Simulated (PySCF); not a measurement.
CrFO$_{2}$ (SMILES [O]=[Cr](=[O])[F]), doublet (typed; the unrestricted solution is spin-contaminated), geometry from GFN2-xTB (such geometries of metal compounds can be far from the true shape) (the multiplicity is a formal guess), with bond 2-1 at 1.25 times its length; PySCF with PBE/def2-SV(P).

PySCF was given this input:
```python
from pyscf import gto, scf, dft

mol = gto.M(
    atom='''
Cr    0.020769   -0.019108    0.018557
O     1.832602   -0.376498   -0.516874
O    -0.423091   -0.658385    1.345392
F    -0.986180    0.907316   -0.881133
''',
    basis='def2-sv(p)',
    charge=0,
    spin=1,
    verbose=4,
)

mf = dft.UKS(mol)
mf.xc = 'pbe'
mf.kernel()
mo_i, mo_e, stable_i, stable_e = mf.stability(internal=True, external=False, return_status=True, nroots=6, tol=1e-6)
print('internally stable:', stable_i, ' externally stable:', stable_e)
if not stable_i:
    umf = mf.copy()
    umf.scf_summary = {}
    umf.kernel(umf.make_rdm1(mo_i, mf.mo_occ))
```

Question: Write the output that PySCF gives for this input, abridged.

Answer: 
```
PySCF version 2.14.0

[INPUT] verbose = 4
[INPUT] num. atoms = 4
[INPUT] num. electrons = 49
[INPUT] charge = 0
[INPUT] spin (= nelec alpha-beta = 2S) = 1
[INPUT] symmetry False subgroup None
[INPUT] Mole.unit = angstrom
[INPUT] Symbol           X                Y                Z      unit          X                Y                Z       unit  Magmom
[INPUT]  1 Cr     0.020769000000  -0.019108000000   0.018557000000 AA    0.039247721881  -0.036108886788   0.035067647694 Bohr   0.0
[INPUT]  2 O      1.832602000000  -0.376498000000  -0.516874000000 AA    3.463115875330  -0.711478106446  -0.976750300908 Bohr   0.0
[INPUT]  3 O     -0.423091000000  -0.658385000000   1.345392000000 AA   -0.799526115768  -1.244167334522   2.542422410181 Bohr   0.0
[INPUT]  4 F     -0.986180000000   0.907316000000  -0.881133000000 AA   -1.863610109524   1.714578748436  -1.665100049316 Bohr   0.0

nuclear repulsion = 226.140486495495
number of shells = 28
number of NR pGTOs = 138
number of NR cGTOs = 66
basis = def2-sv(p)
ecp = {}

******** <class 'pyscf.dft.uks.UKS'> ********
method = UKS
initial guess = minao
damping factor = 0
level_shift factor = 0
DIIS = <class 'pyscf.scf.diis.CDIIS'>
diis_start_cycle = 1
diis_space = 8
diis_damp = 0
SCF conv_tol = 1e-09
SCF conv_tol_grad = None
SCF max_cycles = 50
direct_scf = True
direct_scf_tol = 1e-13
number electrons alpha = 25  beta = 24
XC library pyscf.dft.libxc version 7.1.2
    S. Lehtola, C. Steigemann, M. J. T. Oliveira, and M. A. L. Marques,  SoftwareX 7, 1–5 (2018)
XC functionals = pbe
    J. P. Perdew, K. Burke, and M. Ernzerhof,  Phys. Rev. Lett. 77, 3865 (1996)
    J. P. Perdew, K. Burke, and M. Ernzerhof,  Phys. Rev. Lett. 78, 1396 (1997)
    J. P. Perdew, K. Burke, and M. Ernzerhof,  Phys. Rev. Lett. 77, 3865 (1996)
    J. P. Perdew, K. Burke, and M. Ernzerhof,  Phys. Rev. Lett. 78, 1396 (1997)
radial grids:
    Treutler-Ahlrichs [JCP 102, 346 (1995); DOI:10.1063/1.469408] (M4) radial grids

becke partition: Becke, JCP 88, 2547 (1988); DOI:10.1063/1.454033
pruning grids: <function nwchem_prune>
grids dens level: 3
symmetrized grids: False
atomic radii adjust function: <function treutler_atomic_radii_adjust>
small_rho_cutoff = 0
Set gradient conv threshold to 3.16228e-05
tot grids = 63336
init E= -1293.91329673975

cycle= 1 E= -1293.86635479502  delta_E= 0.0469  |g|= 0.533  |ddm|= 2.19

cycle= 2 E= -1286.16663897475  delta_E=  7.7  |g|=  3.8  |ddm|= 2.49
cycle= 3 E= -1293.75014280414  delta_E= -7.58  |g|= 0.672  |ddm|= 2.46
cycle= 4 E= -1293.68217913295  delta_E= 0.068  |g|= 0.879  |ddm|= 0.906
cycle= 5 E= -1293.87210024484  delta_E= -0.19  |g|= 0.557  |ddm|= 0.548
cycle= 6 E= -1293.81023593032  delta_E= 0.0619  |g|= 0.674  |ddm|= 0.399
cycle= 7 E= -1293.80676576904  delta_E= 0.00347  |g|= 0.68  |ddm|= 0.05
cycle= 8 E= -1293.85965731005  delta_E= -0.0529  |g|= 0.557  |ddm|= 0.0852
cycle= 9 E= -1293.95582343279  delta_E= -0.0962  |g|= 0.219  |ddm|= 0.203
cycle= 10 E= -1293.97411656535  delta_E= -0.0183  |g|= 0.053  |ddm|= 0.181
cycle= 11 E= -1293.97552308913  delta_E= -0.00141  |g|= 0.00786  |ddm|= 0.0454
cycle= 12 E= -1293.97596085342  delta_E= -0.000438  |g|= 0.0136  |ddm|= 0.087
cycle= 13 E= -1293.97610693182  delta_E= -0.000146  |g|= 0.00312  |ddm|= 0.0588
cycle= 14 E= -1293.97611631313  delta_E= -9.38e-06  |g|= 0.00206  |ddm|= 0.0118
cycle= 15 E= -1293.97611815968  delta_E= -1.85e-06  |g|= 0.000548  |ddm|= 0.00277
cycle= 16 E= -1293.97611825836  delta_E= -9.87e-08  |g|= 0.000281  |ddm|= 0.00038
cycle= 17 E= -1293.97611829884  delta_E= -4.05e-08  |g|= 7.66e-05  |ddm|= 0.000476
cycle= 18 E= -1293.97611829378  delta_E= 5.06e-09  |g|= 0.000136  |ddm|= 0.000184
cycle= 19 E= -1293.97611830389  delta_E= -1.01e-08  |g|= 1.98e-05  |ddm|= 0.000221
cycle= 20 E= -1293.97611830416  delta_E= -2.65e-10  |g|= 1.72e-06  |ddm|= 4.08e-05
Extra cycle  E= -1293.97611830413  delta_E= 2.14e-11  |g|= 7.87e-06  |ddm|= 5.97e-06
converged SCF energy = -1293.97611830413  <S^2> = 1.1533849  2S+1 = 2.3692909
uhf_internal: lowest eigs of H = [0.03773064 0.06538928 0.09225415 0.0924303  0.11347114 0.14231764]
<class 'pyscf.dft.uks.UKS'> wavefunction is stable in the internal stability analysis
internally stable: True  externally stable: None
```
